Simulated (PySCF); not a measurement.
SMILES C[SiH](C)NB(O)O (GFN2-xTB optimised geometry):

```
17

Si    -0.276     0.339     0.000
C      1.629     0.339     0.000
C     -0.946     2.114     0.000
N     -0.891    -0.424    -1.433
B     -0.688    -1.770    -1.890
O     -1.179    -2.207    -3.080
O      0.006    -2.675    -1.156
H     -0.766    -0.394     1.187
H      2.024     0.995    -0.772
H      2.026     0.681     0.951
H      2.031    -0.653    -0.187
H     -0.613     2.675    -0.869
H     -2.031     2.134     0.011
H     -0.602     2.645     0.881
H     -1.466     0.159    -2.020
H     -1.656    -1.556    -3.590
H      0.307    -2.353    -0.310
```

Calculation: CAM-B3LYP/def2-SVP in PySCF.

What are the frontier orbital energies and the dipole moment?

HOMO-2 -10.28 eV, HOMO-1 -10.15 eV, HOMO -8.75 eV, LUMO 1.91 eV, LUMO+1 2.50 eV; dipole moment 3.63 D.

On the same geometry PBE/def2-SVP (PySCF) gives HOMO-2 -7.43 eV, HOMO-1 -6.88 eV, HOMO -5.90 eV, LUMO 0.05 eV, LUMO+1 0.77 eV; dipole moment 3.45 D.

Meta-Löwdin charges at CAM-B3LYP/def2-SVP: Si1 0.89, C2 -0.55, C3 -0.55, N4 -0.61, B5 0.45, O6 -0.50, O7 -0.50, H8 -0.15, H9 0.11, H10 0.11, H11 0.11, H12 0.11, H13 0.11, H14 0.11, H15 0.21, H16 0.32, H17 0.32.
